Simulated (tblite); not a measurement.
Compound: CH9Ge2NP (doublet state).
Numbering: `[CH3:1][N:2][GeH2:3][GeH2:4][PH2:5]` (hydrogens: H6, H7, H8 on C1; H9, H10 on Ge3; H11, H12 on Ge4; H13, H14 on P5)

Computed with GFN2-xTB (tblite), gas phase: L-BFGS steps from a force-field or distance-geometry start until the largest atomic force falls under 0.01 eV/Å.

Step 85: E = -434.2509 eV
```
atom  x, y, z in Å  |  force x, y, z in eV/Å
C1     -2.8305   -0.4846    0.2560   -0.024  -0.007  -0.020
N2     -1.8226   -0.1473   -0.6762   -0.047   0.029  -0.030
Ge3    -0.4093    0.8675   -0.5851   -0.009   0.008   0.032
Ge4     1.4763   -0.6032   -0.0137    0.026  -0.026  -0.024
P5      3.6222    0.2699    0.1016   -0.006   0.081  -0.072
H6     -2.7205   -1.5366    0.5477    0.009   0.022   0.025
H7     -2.8838    0.1346    1.1603    0.069  -0.024  -0.050
H8     -3.7934   -0.4218   -0.2668    0.010  -0.014   0.016
H9     -0.2961    2.0518    0.3870   -0.010   0.034  -0.022
H10    -0.1989    1.3838   -1.9879    0.025  -0.026   0.036
H11     1.1704   -1.1816    1.3688    0.034   0.015   0.011
H12     1.5102   -1.8956   -0.8217   -0.001   0.002  -0.015
H13     3.9396   -0.0072   -1.2254   -0.087  -0.017   0.057
H14     3.2356    1.5698   -0.2172    0.011  -0.077   0.056
```

Step 86: E = -434.2518 eV
```
atom  x, y, z in Å  |  force x, y, z in eV/Å
C1     -2.8282   -0.4856    0.2574    0.019  -0.030   0.002
N2     -1.8249   -0.1469   -0.6785   -0.017   0.028  -0.038
Ge3    -0.4120    0.8690   -0.5866   -0.002   0.000   0.015
Ge4     1.4742   -0.6010   -0.0128    0.027  -0.019  -0.037
P5      3.6184    0.2740    0.1083    0.004   0.034  -0.036
H6     -2.7228   -1.5394    0.5442    0.018   0.014   0.015
H7     -2.8736    0.1276    1.1641    0.067   0.009  -0.007
H8     -3.7909   -0.4146   -0.2584   -0.071  -0.013  -0.025
H9     -0.3013    2.0562    0.3807   -0.009   0.038  -0.013
H10    -0.1974    1.3813   -1.9904    0.021  -0.026   0.038
H11     1.1708   -1.1856    1.3658    0.025   0.006   0.024
H12     1.5117   -1.8882   -0.8291   -0.003   0.003  -0.010
H13     3.9398   -0.0152   -1.2131   -0.072  -0.024   0.025
H14     3.2356    1.5680   -0.2240   -0.007  -0.018   0.045
```

Q: Estimate the geometry and energy of step 87. (The exact step hangs on the optimiser's Hessian estimate; all steps are aligned on step 86, rigid shifts and turns removed.)

A: E = -434.2533 eV, largest force 0.066 eV/Å
```
atom  x, y, z in Å  |  force x, y, z in eV/Å
C1     -2.8288   -0.4867    0.2584   -0.001  -0.020  -0.033
N2     -1.8275   -0.1414   -0.6777   -0.013   0.016  -0.033
Ge3    -0.4131    0.8719   -0.5835    0.005  -0.008  -0.015
Ge4     1.4732   -0.5999   -0.0092    0.030  -0.011  -0.049
P5      3.6171    0.2750    0.1088   -0.001   0.006   0.028
H6     -2.7229   -1.5414    0.5396    0.030  -0.005   0.016
H7     -2.8718    0.1212    1.1678    0.051   0.022   0.005
H8     -3.7932   -0.4158   -0.2567   -0.046  -0.003  -0.006
H9     -0.3018    2.0673    0.3720   -0.007   0.041   0.002
H10    -0.1896    1.3740   -1.9908    0.012  -0.028   0.050
H11     1.1795   -1.1897    1.3683    0.013  -0.006   0.028
H12     1.5087   -1.8809   -0.8369   -0.005   0.006   0.005
H13     3.9355   -0.0209   -1.2087   -0.057  -0.021  -0.026
H14     3.2341    1.5670   -0.2239   -0.011   0.011   0.026
```

The energy changes by -0.0015 eV. The first-order estimate −F·Δx gives -0.0020 eV and the mean of the old and new forces, exact on a quadratic surface, -0.0015 eV. The step makes an angle of 68° with the force vector and moves no atom by more than 0.014 Å.

What follows is the cost of the whole relaxation. Hardware: an Arm Neoverse V1 with one thread, no GPU (shared host). Cost: 1.1 s of wall time.
